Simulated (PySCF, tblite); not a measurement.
Compound: 3-(aminomethyl)pyridine, C6H8N2.
Atom-mapped SMILES: `[NH2:1][CH2:2][c:3]1[cH:4][cH:5][cH:6][n:7][cH:8]1` (hydrogens: H9, H10 on N1; H11, H12 on C2; H13 on C4; H14 on C5; H15 on C6; H16 on C8)

Structure used (GFN2-xTB), in Å, numbered top down from 1:
```xyz
16
C6H8N2 angstrom
N     -2.5524    0.0982   -0.3072
C     -1.5552    0.7552    0.5293
C     -0.1605    0.2230    0.3148
C      0.6626    0.7295   -0.6855
C      1.9099    0.1636   -0.8884
C      2.2879   -0.8996   -0.0818
N      1.5143   -1.3972    0.8673
C      0.3275   -0.8499    1.0554
H     -2.5751   -0.8965   -0.1065
H     -2.3132    0.2084   -1.2877
H     -1.5871    1.8243    0.3003
H     -1.8537    0.6132    1.5714
H      0.3290    1.5617   -1.2911
H      2.5737    0.5394   -1.6521
H      3.2526   -1.3762   -0.1968
H     -0.2680   -1.2881    1.8473
```

Level of theory: PBE0/def2-SVPD in PySCF (dipole) on a GFN2-xTB geometry, gas phase.

Take the most abundant isotopes and a rigid rotor. The values belong to one conformer with, in the numbering `[NH2:1][CH2:2][c:3]1[cH:4][cH:5][cH:6][n:7][cH:8]1`, H–N1–C2–C3 60° and -58°, N1–C2–C3–C4 86°.

(1) Give the principal moments of inertia and the rotational constants in MHz.

(2) Classify the top.

(3) Is it planar, by Δ = Ic − Ia − Ib?

(4) List the rotational levels J(Ka,Kc) to J = 5 (K).

(5) Which types of transition are allowed, and where do some lines up to J = 3 fall?

(6) Estimate the classical rotational partition function at 25 K, 50 K and 200 K.

## Answers

(1) Ia = 106.49, Ib = 333.27, Ic = 401.59 u·Å²; 505379 MHz·u·Å²/I gives A = 4746, B = 1516, C = 1258 MHz.

(2) An asymmetric top. Ray's parameter κ = (2B − A − C)/(A − C) = -0.852; −1 is the prolate and +1 the oblate limit.

(3) Not planar: Δ = Ic − Ia − Ib = -38.18 u·Å². For a rigid frame Δ = −2 Σ m c², so Σ m c² = 19.09 u·Å² lies off the ab plane: 6.03 from hydrogen and 13.06 from heavier atoms. The atom farthest from that plane is 1.24 Å away.

(4) Above 0(0,0), as E/k:
J = 1: 1(0,1) 0.133, 1(1,1) 0.288, 1(1,0) 0.301
J = 2: 2(0,2) 0.399, 2(1,2) 0.542, 2(1,1) 0.579, 2(2,1) 1.044, 2(2,0) 1.045
J = 3: 3(0,3) 0.795, 3(1,3) 0.923, 3(1,2) 0.997, 3(2,2) 1.444, 3(2,1) 1.447, 3(3,1) 2.250, 3(3,0) 2.250
J = 4: 4(0,4) 1.321, 4(1,4) 1.429, 4(1,3) 1.553, 4(2,3) 1.976, 4(2,2) 1.986, 4(3,2) 2.784, 4(3,1) 2.784, 4(4,1) 3.911, 4(4,0) 3.911
J = 5: 5(0,5) 1.973, 5(1,5) 2.061, 5(1,4) 2.246, 5(2,4) 2.640, 5(2,3) 2.664, 5(3,3) 3.452, 5(3,2) 3.453, 5(4,2) 4.578, 5(4,1) 4.578, 5(5,1) 6.027, 5(5,0) 6.027

(5) The dipole components are |μa| = 0.12 D, |μb| = 1.92 D, |μc| = 0.16 D. Intensities carry the squares of the components, which stand as 0.00 : 1.00 : 0.01 (a : b : c). Some lines, for components of 0.1 D or more:

```csv
type,branch,"J(Ka,Kc)",MHz,lower level (cm⁻¹)
a,Q,"2(1,1) ← 2(1,2)",774,0.377
a,Q,"3(1,2) ← 3(1,3)",1547,0.641
a,R,"2(1,1) ← 1(1,0)",5808,0.209
c,R,"1(1,0) ← 0(0,0)",6262,0.000
a,R,"3(1,3) ← 2(1,2)",7929,0.377
a,R,"3(2,2) ← 2(2,1)",8325,0.726
c,Q,"3(2,2) ← 3(1,2)",9310,0.693
c,R,"2(2,0) ← 1(1,0)",15510,0.209
c,R,"2(2,1) ← 1(1,1)",15753,0.200
b,R,"3(2,1) ← 2(1,2)",18860,0.377
b,R,"3(3,1) ← 2(2,0)",25110,0.726
```

(6) Point group C1, symmetry number σ = 1; q = (√π/σ)·√((kT/h)³/(ABC)), k/h = 20836.6 MHz/K: 7000 at 25 K, 19800 at 50 K, 158000 at 200 K.

Its GFN2-xTB frequencies are all real (lowest 37 cm⁻¹). Zero-point vibration and centrifugal distortion are left out. A rigid rotor knows nothing of inversion at nitrogen, which can split or shift real lines. Quadrupole hyperfine structure (14N) is left out.

Time: 41 s of wall time. Hardware: Arm Neoverse V2, one thread (shared host). This is the PBE0/def2-SVPD job that gave the dipole, with the excitations it also computed.
